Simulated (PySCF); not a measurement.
## Excitation energy of O⁺ by level of theory

O⁺ [He] 2s2 2p3 (4S) → O⁺ [He] 2s1 2p3 3s1 (6S), as a difference of total energies. All numbers are calculated (PySCF 2.14, scalar relativity by spin-free X2C-1e, in aug-cc-pCVQZ-DK (9s8p6d4f2g, 109 functions)). Correlated levels: valence: 1s2 frozen; valence and next inner shell: nothing frozen. The calculations carry no spin-orbit coupling.

```json
{"method": "UHF", "excitation energy (eV)": "28.156"}
{"method": "LDA", "excitation energy (eV)": "30.492"}
{"method": "PBE", "excitation energy (eV)": "30.360"}
{"method": "PBE0", "excitation energy (eV)": "30.284"}
{"method": "r2SCAN", "excitation energy (eV)": "29.914"}
{"method": "M06", "excitation energy (eV)": "30.866"}
{"method": "wB97X", "excitation energy (eV)": "30.377"}
{"method": "B2PLYP", "excitation energy (eV)": "31.017"}
{"method": "MP2 (valence)", "excitation energy (eV)": "30.122"}
{"method": "SCS-MP2 (valence)", "excitation energy (eV)": "30.625"}
{"method": "MP2 (valence and next inner shell)", "excitation energy (eV)": "30.147"}
{"method": "SCS-MP2 (valence and next inner shell)", "excitation energy (eV)": "30.640"}
```

**Question.** How much does correlation contribute at MP2 (valence and next inner shell)?

**Answer.** 30.147 − (28.156) = 1.991 eV, measured against UHF.

The promoted electron is Rydberg-like, and one or two diffuse shells describe it only roughly, which tends to raise the upper state.
